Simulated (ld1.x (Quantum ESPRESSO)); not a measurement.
## Tl TM: all-electron and pseudo phase curves

```
Element                 : thallium
Generator               : ld1.x (Quantum ESPRESSO) 7.5
Type                    : norm-conserving Troullier–Martins (Kleinman–Bylander form)
Functional              : PBE
Relativity              : scalar-relativistic
Frozen core             : [Xe] 4f14
Valence charge          : 13
Reference configuration : 5d10 6s2 6p1
Partial waves           : 6s (bound): rc 1.95 bohr; 6p (bound): rc 2.70 bohr; 5d (bound): rc 1.80 bohr
Local potential         : all-electron potential smoothed inside 1.50 bohr (lloc = -2)
Core correction         : a·sin(br)/r model core inside 1.40 bohr
```

The phase is arctan(r·u′/u) with u = r·R(r), unwrapped; energies in Ry, scanned from -3 to 5 Ry. A pole is an energy at which the radial function vanishes at the test radius. The pseudo phase is shifted by a multiple of π to meet the all-electron one at the reference energy, and phase errors are pseudo minus all-electron; the curves can meet again beyond the range given. Levels narrower than the energy grid can be missing from the lists of poles. n/a: not evaluated, since a narrow level or a reset projector energy made the automatic matching unsafe.

For each channel, where are the poles, and over which energies does the pseudopotential scatter like the atom?

| channel | radius (bohr) | reference energy (Ry) | poles, all-electron | poles, pseudo | unbroken range about the reference energy with phases within 0.05 rad | phase error 1 Ry above the reference energy (rad) |
| --- | --- | --- | --- | --- | --- | --- |
| s | 2.96 | -0.70 | 0.13 | 0.14 | n/a | n/a |
| p | 2.96 | -0.17 | 1.50 | 0.89, 1.96 | below 0.7 | -0.092 |
| d | 2.96 | -1.14 | -1.05, 3.77 | -1.05, 3.79 | the whole range | +0.000 |

Note: ghost state, extra bound levels that the all-electron valence spectrum of the same l lacks: s at -27.4 eV. A true bound ghost makes a file unfit for plane-wave use.

Phases in the s channel:

```csv
E (Ry),all-electron,pseudo
-3.00,1.333,4.473
-2.76,1.317,4.456
-2.52,1.295,4.433
-2.28,1.268,4.401
-2.04,1.230,4.269
-1.80,1.174,1.189
-1.56,1.082,1.091
-1.32,0.902,0.909
-1.08,0.448,0.454
-0.84,-0.537,-0.536
-0.60,-1.151,-1.151
-0.36,-1.384,-1.383
-0.12,-1.498,-1.497
0.12,-1.568,-1.566
0.36,-1.618,-1.616
0.60,-1.659,-1.657
0.84,-1.696,-1.694
1.08,-1.733,-1.730
1.32,-1.772,-1.768
1.56,-1.818,-1.813
1.80,-1.875,-1.870
2.04,-1.953,-1.947
2.28,-2.071,-2.065
2.52,-2.270,-2.267
2.76,-2.641,-2.654
3.00,-3.256,-3.300
3.24,-3.823,-3.871
3.48,-4.142,-4.179
3.72,-4.314,-4.343
3.96,-4.417,-4.442
4.20,-4.485,-4.507
4.44,-4.534,-4.554
4.68,-4.571,-4.589
4.92,-4.599,-4.618
```
